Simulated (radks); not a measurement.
Results of a calculation; reference values are marked as such.
Mean orbital radii <r> (bohr) of the tantalum ion Ta3+, [Xe] 4f14 5d2, of relativity; Dirac values are averaged over j with weights 2j + 1. Spin-unpolarised spherical Kohn-Sham, BLYP, point nucleus unless stated (finite: rms radius 5.3507 fm), a radial shooting solver on a logarithmic mesh with Libxc functionals. A level marked "c x" has the speed of light scaled by that factor and shares open shells by 2j + 1; other Dirac levels either fill j = l - 1/2 first or share by 2j + 1.

| shell | non-rel. |
|---|---|
| 2s | 0.08774 |
| 2p | 0.07423 |
| 3s | 0.2232 |
| 3p | 0.2132 |
| 3d | 0.1871 |
| 4s | 0.4989 |
| 4p | 0.5067 |
| 4d | 0.5255 |
| 5s | 1.197 |
| 5p | 1.323 |
| 4f | 0.6165 |
| 5d | 1.822 |

Give the values at the level "Dirac, c x 100".

Answer. 
shell  Dirac, c x 100  change of magnitude (%)
2s            0.08774                    0.00
2p            0.07423                    0.00
3s             0.2232                    0.00
3p             0.2132                    0.00
3d             0.1871                    0.00
4s             0.4989                    0.00
4p             0.5067                    0.00
4d             0.5255                    0.00
5s              1.197                    0.00
5p              1.323                    0.00
4f             0.6165                    0.00
5d              1.822                    0.00
